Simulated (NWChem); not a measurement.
Molecule: BP$_{3}$H$_{6}$; SMILES PB(P)P

```xyz
10

B     -0.0311     0.0001    -0.0385
P      1.8660    -0.0031    -0.0469
H      2.1548    -1.0748     0.8448
H      2.1584     1.0678     0.8448
P     -0.9729    -1.6448     0.0783
H     -0.0964    -2.4955    -0.6521
H     -1.9555    -1.4812    -0.9388
P     -0.9674     1.6480     0.0783
H     -1.9506     1.4877    -0.9388
H     -0.0882     2.4959    -0.6522
```
Atoms are numbered in this order, from 1.

Computed with NWChem. Pople sets run with spherical d functions. Coordinates come from a PBE0/def2-SVP optimisation. Vzz is the largest principal value of the second derivative of the potential at the nucleus (NWChem prints the opposite sign); η is the asymmetry. Non-relativistic.

For level PBE/def2-TZVP:

```yaml
Vzz B1 (a.u.): 0.389
```

### Question
What are these values for level PBE/6-31G*?

### Answer
Vzz B1 (a.u.): 0.339
